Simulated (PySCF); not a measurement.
Chlorine: a sound run and one with changed settings

Sound run: Cl⁺ [Ne] 3s2 3p4, Cl²⁺ [Ne] 3s2 3p3. Computed with PySCF 2.14 in pcseg-2 (5s4p2d1f, 34 functions), with the non-relativistic Hamiltonian (point nucleus). In the sound run the correlated levels freeze [Ne]. The sound run starts from symmetry-adapted Hartree-Fock orbitals and uses a fine grid where one is needed.

A second run was set up differently.

| species | method | sound run (hartree) | changed run (hartree) | converged |
| --- | --- | --- | --- | --- |
| Cl⁺ | UHF | -459.04474 | -459.04474 | yes |
| Cl⁺ | MN15 | -459.59818 | -459.59818 | yes |
| Cl⁺ | M06-L | -459.66818 | -459.66818 | yes |
| Cl⁺ | MP2 | -459.16156 | -459.13256 | yes |
| Cl⁺ | CCSD(T) | -459.18992 | -459.18992 | yes |
| Cl²⁺ | UHF | -458.21454 | -458.21454 | yes |
| Cl²⁺ | MN15 | -458.71803 | -458.71803 | yes |
| Cl²⁺ | M06-L | -458.79830 | -458.79830 | yes |
| Cl²⁺ | MP2 | -458.30489 | -458.28148 | yes |
| Cl²⁺ | CCSD(T) | -458.32872 | -458.32872 | yes |

Ionisation energy of Cl⁺:

```json
{"method": "UHF", "sound run (eV)": "22.591", "changed run (eV)": "22.591"}
{"method": "MN15", "sound run (eV)": "23.950", "changed run (eV)": "23.950"}
{"method": "M06-L", "sound run (eV)": "23.671", "changed run (eV)": "23.671"}
{"method": "MP2", "sound run (eV)": "23.311", "changed run (eV)": "23.159"}
{"method": "SCS-MP2", "sound run (eV)": "23.388", "changed run (eV)": "23.226"}
{"method": "CCSD", "sound run (eV)": "23.413", "changed run (eV)": "23.413"}
{"method": "CCSD(T)", "sound run (eV)": "23.434", "changed run (eV)": "23.434"}
```

(1) What was changed?
A. level shift left on
B. too few SCF iterations
C. a valence shell is frozen
D. radial grid too coarse

Results:

(1) A. It used initial guess 1e, at most 50 SCF cycles, level shift 0.5 hartree. A level shift leaves the converged SCF energy unchanged but raises the virtual orbital energies, which shrinks MP2 if it is not removed.
